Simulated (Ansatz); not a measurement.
`S[S][GeH3]` + H₂S → `[SH][GeH3]` + `SS` at 600 K and 1 bar (ligand exchange at a Ge–S bond).

Isolated molecules relaxed with PBE0-D4/def2-TZVP in Ansatz; ΔE leaves out vibrations. CCSD(T)/CBS adds triple-zeta CCSD(T) − MP2 to the extrapolated MP2 energy (def2 sets, frozen cores). This one scheme is used for every species. For Ge outer-core shells are correlated without core-valence functions, which leaves a few kJ/mol of doubt a bond. Scalar relativity is left out up to krypton. Each species was taken in one conformer, which may not be the lowest.

```tsv
species	CCSD(T)/CBS energy (Eh)	H − E (kJ/mol)	S (J/(mol·K))
`S[S][GeH3]`	-2874.07545	139.4	399.2
H₂S	-398.97279	60.8	230.9
`[SH][GeH3]`	-2476.30083	123.6	342.5
`SS`	-796.74576	76.7	289.3
```

H − E and S are ideal-gas, rigid-rotor, harmonic terms from PBE0-D4/def2-TZVP, for one conformer and one mirror image of each species. 1 Eh = 2625.50 kJ/mol, R = 8.31446 J/(mol·K).

By hand: ΔE, ΔH, ΔS and ΔG.

ΔE = (-2476.30083) + (-796.74576) − (-2874.07545) − (-398.97279) = 0.00165 Eh = 4.3 kJ/mol. Δ(H − E) = 123.6 + 76.7 − 139.4 − 60.8 = 0.1, so ΔH = 4.4 kJ/mol. ΔS = 342.5 + 289.3 − 399.2 − 230.9 = 1.7 J/(mol·K). ΔG = 4.4 − 600 × (1.7)/1000 = 3.4 kJ/mol.

By hand: the equilibrium constant, and the temperature at which ΔG would vanish if ΔH and ΔS stayed fixed.

log₁₀ K = −ΔG/(RT ln 10) = -0.3. ΔG = 0 at ΔH/ΔS = 2588 K, far beyond where these terms or the molecules hold.

The number of gas molecules stays the same, so ΔS is small and ΔH decides. The sign of ΔG lies within the doubt. A doubt of 5 kJ/mol in ΔE shifts log₁₀ K by 0.4 here. Other conformers and mirror images would add mixing entropy, several J/(mol·K) or more a flexible species. These are equilibria of isolated gas molecules and say nothing of rates. Largest T1 diagnostic: 0.012 (customary marks: 0.02 for closed shells, 0.045 for open ones).
